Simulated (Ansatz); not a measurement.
`[F][W](=[S])([Cl])([Cl])[Cl]` and `[O]=[W]([F])([Cl])([Cl])[Cl]` differ in one element.

Ansatz, PBE0-D4/def2-TZVP geometries, multiplicity 1. 

Elements past krypton have def2 core potentials.

| property | `[F][W](=[S])([Cl])([Cl])[Cl]` |
| --- | --- |
| zero-point energy (PBE0-D4/def2-TZVP) / kJ/mol | 21.7 |
| HOMO energy (B3LYP/def2-TZVPP) / eV | -8.66 |
| size of the dipole moment (ωB97M-V/def2-TZVPP) / D | 1.16 |
| HOMO–LUMO gap (PBE/def2-TZVPP) / eV | 2.64 |
| HOMO–LUMO gap (PBE0/def2-TZVPP) / eV | 4.55 |
| HOMO–LUMO gap (ωB97M-V/def2-TZVPP) / eV | 8.67 |

**Question.** What does the change do to each property? (An estimate is asked.)

**Answer.** Computed: 
| property | `[O]=[W]([F])([Cl])([Cl])[Cl]` | shift |
| --- | --- | --- |
| zero-point energy (PBE0-D4/def2-TZVP) / kJ/mol | 25.8 | 4.1 |
| HOMO energy (B3LYP/def2-TZVPP) / eV | -9.03 | -0.37 |
| size of the dipole moment (ωB97M-V/def2-TZVPP) / D | 0.68 | -0.48 |
| HOMO–LUMO gap (PBE/def2-TZVPP) / eV | 2.62 | -0.02 |
| HOMO–LUMO gap (PBE0/def2-TZVPP) / eV | 4.59 | 0.04 |
| HOMO–LUMO gap (ωB97M-V/def2-TZVPP) / eV | 8.81 | 0.14 |

With PBE0 the HOMO falls by 0.38 eV and the LUMO falls by 0.33 eV, so the gap widens by about 0.05 eV. PBE moves the HOMO by -0.26 eV and ωB97M-V by -0.50 eV. Dipoles are sizes alone; their direction can turn.

B3LYP here is the variant with VWN-RPA as its local correlation; programs differ in this.
